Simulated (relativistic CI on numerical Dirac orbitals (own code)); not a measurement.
**Sn⁹⁺: sensitivity of the levels to the model**

Base calculation: Dirac-Coulomb-Breit CI, KLI orbitals optimised for each configuration, QED by a radiative potential, unscaled Slater integrals.

Configuration list (outside the closed core [Ar] 3d10): 4s2 4p6 4d5, 4s2 4p5 4d6, 4s2 4p6 4d4 4f, 4s2 4p6 4d4 5s, 4s2 4p6 4d4 5p, 4s 4p6 4d6, 4s2 4p5 4d5 4f, 4s2 4p6 4d3 5s 5p, 4s2 4p6 4d4 5d, 4s2 4p6 4d3 4f 5s, 4s2 4p6 4d4 6s, 4s 4p6 4d5 4f, 4s2 4p6 4d4 6p, 4s2 4p6 4d4 5f, 4s2 4p5 4d5 5s, 4s2 4p6 4d4 6d, 4s2 4p6 4d4 7s, 4s2 4p6 4d4 7p, 4s2 4p6 4d4 6f, 4s2 4p6 4d4 7f, 4s2 4p5 4d5 6s, 4s2 4p6 4d3 5s2, 4s2 4p6 4d2 4f 5s2, 4s2 4p6 4d2 5s2 5p, 4s2 4p5 4d3 4f 5s2, 4p6 4d7, 4p5 4d8, 4p5 4d7 4f. Double excitations out of closed p, d and f shells are left out; levels of such configurations are missing from the list, as are those of other unlisted configurations, and high levels can miss mixing partners. These lack a partner that the ground configuration has and come out too high: 4s2 4p5 4d5 5s, 4s2 4p5 4d5 6s.

The lowest level and the first level of each name with at least 55 % of one term (blank where a level has no safe partner in the second run):

```
                Level  Base (cm⁻¹)  Shift (cm⁻¹)
   4s2 4p6 4d5 6S_5/2            0             0
   4s2 4p6 4d5 4G_5/2        39281          -184
   4s2 4p6 4d5 4G_7/2        41128           +23
  4s2 4p6 4d5 4G_11/2        41496          +161
   4s2 4p6 4d5 4G_9/2        42071          +141
   4s2 4p6 4d5 4D_7/2        51580           +86
  4s2 4p6 4d5 2I_11/2        58168          +126
  4s2 4p6 4d5 2I_13/2        60657          +346
   4s2 4p6 4d5 4F_5/2        73485          +147
  4s2 4p6 4d5 2H_11/2        82488          +514
   4s2 4p6 4d5 2S_1/2        91488          +152
   4s2 4p6 4d5 2D_5/2       106655          +343
   4s2 4p6 4d5 2P_3/2       135541           +92
   4s2 4p6 4d5 2P_1/2       137844          +245
4s2 4p6 4d4 5s 6D_1/2       471959          -647
4s2 4p6 4d4 5s 6D_3/2       474299          -506
4s2 4p6 4d4 5s 6D_5/2       477248          -358
4s2 4p6 4d4 5s 6D_7/2       480384          -225
4s2 4p6 4d4 5s 6D_9/2       483556          -104
4s2 4p6 4d4 5s 4D_1/2       490397          -622
4s2 4p6 4d4 5s 4D_3/2       493912          -421
4s2 4p6 4d4 5s 4D_5/2       497653          -264
```

At this charge energies of transitions that change n are usually good to better than 1 %, and those within a shell (Δn = 0) to a few per cent. Terms inside the open d or f shell come out 10 to 20 % too wide with unscaled integrals.

Task: One thing was changed in a second run, which moved the levels as shown. Which?
A. QED terms removed
B. Breit term removed
C. configuration mixing switched off

Result: B. Breit term removed. The Breit term mainly narrows fine-structure intervals, so removing it widens them.

LS names give the leading component of a level, which can be under half, so a name can repeat, a term be missing and a line seem to break the LS rules.
